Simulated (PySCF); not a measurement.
C5H8N2O.
Atom-mapped SMILES: `[CH3:1][NH:2][C:3](=[O:4])[C@H:5]([CH3:6])[C:7]#[N:8]` (hydrogens: H9, H10, H11 on C1; H12 on N2; H13 on C5; H14, H15, H16 on C6)

Geometry (GFN2-xTB, Å), atoms numbered from 1 in this order:
```xyz
16
C5H8N2O angstrom
C      2.4877    0.2284   -0.1051
N      1.0553    0.2511   -0.2798
C      0.2011    0.2583    0.7600
O      0.5363    0.2068    1.9204
C     -1.2862    0.2672    0.3488
C     -1.7311   -1.1747    0.0613
C     -1.5031    1.1060   -0.7991
N     -1.6433    1.7581   -1.7292
H      2.9213   -0.6223   -0.6331
H      2.9372    1.1503   -0.4786
H      2.6884    0.1350    0.9609
H      0.7019    0.3604   -1.2184
H     -1.8563    0.6659    1.1952
H     -1.1786   -1.5872   -0.7811
H     -1.5448   -1.7905    0.9379
H     -2.7935   -1.2039   -0.1716
```

The closed-shell SCF was solved with PySCF and density fitting under several settings on one GFN2-xTB geometry (grid level 2 and gas phase unless stated).

```
                                     settings  basis functions  SCF cycles     E (Eh)  HOMO (eV)  LUMO (eV)  dipole (D)
                                PBE0/pcSseg-1              176          14  -379.5959      -7.83       0.11        2.59
                               PBE0/def2-SVPD              227          14  -379.3809      -7.91      -0.06        2.56
BHandHLYP/6-311G**, energy threshold 1e-08 Eh              192          11  -379.9480      -8.98       1.26        2.51
           KT3/ANO-RCC-VDZP, start guess atom              152          13  -385.9921      -6.34      -0.98        2.54
                                 PBE0/cc-pVDZ              152          14  -379.6598      -7.54       0.39        2.45
                                 PBE0/IGLO-II              224          14  -379.7329      -7.78       0.11        2.54
                                    PBE0/MINI               48          14  -376.6439      -8.70      -0.99        2.13
```

Q: Estimate the rows for these settings: (1) PBE0/def2-SVPD, IEF-PCM chloroform; (2) HF/pcSseg-0, IEF-PCM acetonitrile, start guess huckel, damping 0.2 at the start, DIIS from the seventh cycle.

A: 
| settings | basis functions | SCF cycles | E (Eh) | HOMO (eV) | LUMO (eV) | dipole (D) |
| --- | --- | --- | --- | --- | --- | --- |
| PBE0/def2-SVPD, IEF-PCM chloroform | 227 | 14 | -379.3932 | -7.76 | 0.04 | 3.09 |
| HF/pcSseg-0, IEF-PCM acetonitrile, start guess huckel, damping 0.2 at the start, DIIS from the seventh cycle | 88 | 15 | -376.8039 | -10.97 | 4.33 | 3.23 |

Q: Over all rows, what range does the HOMO–LUMO gap span?

A: From 5.36 eV (KT3/ANO-RCC-VDZP, start guess atom) to 15.30 eV (HF/pcSseg-0, IEF-PCM acetonitrile, start guess huckel, damping 0.2 at the start, DIIS from the seventh cycle). The functional of the narrowest has no exact exchange, that of the widest 100 % exact exchange.

Q: And the dipole moment?

A: From 2.13 D (PBE0/MINI) to 3.23 D (HF/pcSseg-0, IEF-PCM acetonitrile, start guess huckel, damping 0.2 at the start, DIIS from the seventh cycle); the largest is 1.52 times the smallest, and the median is 2.54 D.

Q: Compare two rows with the functional PBE0: PBE0/pcSseg-1 and PBE0/MINI. Which energy is lower, and by how much?

A: PBE0/pcSseg-1 (176 functions) lies 2.9520 Eh or 1852 kcal/mol below PBE0/MINI (48 functions).

Cycle counts include a coarse-grid stage where the run had one. All basis functions are spherical, in the Pople sets too. KT3 was designed for NMR shieldings or shifts; total energies of different functionals aren't comparable. ANO-RCC sets were contracted for a scalar-relativistic Hamiltonian, but ran non-relativistically here. Geometry: GFN2-xTB, one conformer.
